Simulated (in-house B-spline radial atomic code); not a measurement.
Settings and results of a run for Ir IV (Ir3+). Computed with an all-electron radial atomic-structure program (B-spline basis): scalar-relativistic (X2C) AM05, spin-polarised, spherical fractional occupations, Fermi nucleus of rms radius 5.4032 fm.

Command:
```bash
python run_scf.py task.json out
```
Settings (nuclear radius in fm, mass in u):
```
Z                77
configuration    [Xe] 4f14 5d6
hamiltonian      x2c
method           am05
spin_polarised   True
nucleus          fermi
rms_radius       5.4032
atomic_mass      192.96292
speed_of_light   137.035999084
```

Output (hartree, bohr):
```
 radial grid: 72 intervals, B-splines of order 8, outer radius 39.1892 bohr

 iter        energy (Eh)    residual
    1      -17815.462673    6.27e-01
    2      -17816.921593    9.01e-02
    3      -17817.110852    2.76e-02
    4      -17817.128932    7.87e-03
    5      -17817.130500    3.20e-03
    6      -17817.130782    8.99e-04
    7      -17817.130806    4.53e-05
    8      -17817.130806    2.53e-06
    9      -17817.130806    2.76e-06
   10      -17817.130806    5.82e-08

 total energy                    -17817.13081
 kinetic                           20307.2655
 electron-nucleus                 -44661.8192
 Hartree                            6878.8782
 exchange-correlation               -341.4554

 orbital      occ     eigenvalue          <r>       <r^2>       <1/r>       r_max
 1s up      1.000     -2786.2487    0.0166244 0.000389052      101.81    0.009859
 1s down    1.000     -2786.2488    0.0166244 0.000389051      101.81    0.009859
 2s up      1.000      -488.3788    0.0728276  0.00634027     23.8602     0.06217
 2s down    1.000      -488.3688    0.0728273  0.00634023     23.8604     0.06217
 2p up      3.000      -426.3511    0.0656525   0.0052851     19.6483     0.05076
 2p down    3.000      -426.3429     0.065652  0.00528503     19.6485     0.05076
 3s up      1.000      -115.1273     0.190098   0.0414665     8.56997       0.176
 3s down    1.000      -115.1227     0.190096    0.041465     8.57002       0.176
 3p up      3.000       -96.8827     0.190592   0.0422288     7.45646      0.1743
 3p down    3.000       -96.8777     0.190588    0.042227     7.45651      0.1743
 3d up      5.000       -75.9611     0.173281    0.035181     6.92385       0.142
 3d down    5.000       -75.9535     0.173282   0.0351809     6.92376       0.142
 4s up      1.000       -25.4517     0.423658    0.202863      3.5686       0.398
 4s down    1.000       -25.4421     0.423668    0.202862     3.56821       0.398
 4p up      3.000       -19.4289     0.449908    0.230406     3.13174      0.4173
 4p down    3.000       -19.4195     0.449872    0.230344     3.13163      0.4173
 4d up      5.000       -11.8222     0.478932    0.265561       2.771      0.4268
 4d down    5.000       -11.8110     0.478706    0.265233      2.7717      0.4268
 5s up      1.000        -4.7775     0.978843     1.07511     1.40638      0.8928
 5s down    1.000        -4.7041     0.973553     1.06353     1.41636      0.8896
 5p up      3.000        -3.2078      1.12603     1.43182     1.17853       1.002
 5p down    3.000        -3.1162      1.11892     1.41466     1.18853      0.9972
 4f up      7.000        -3.4577     0.536168    0.352448     2.31366      0.3947
 4f down    7.000        -3.4400     0.533761    0.348431      2.3197      0.3946
 5d up      5.000        -1.3990       1.5388     2.73037    0.840007       1.277
 5d down    1.000        -1.2901      1.55057     2.79104    0.838993       1.267
```

Time taken, with all properties: 0.43 s on 1 thread of Arm Neoverse V1, on a shared host.

One-electron X2C: radii and densities carry no picture-change correction, so inner-shell <1/r> comes out high (for 1s by about 2 % at Z = 33, 5 % at 54, 10 % at 75, 30 % at 118) and <r> low.
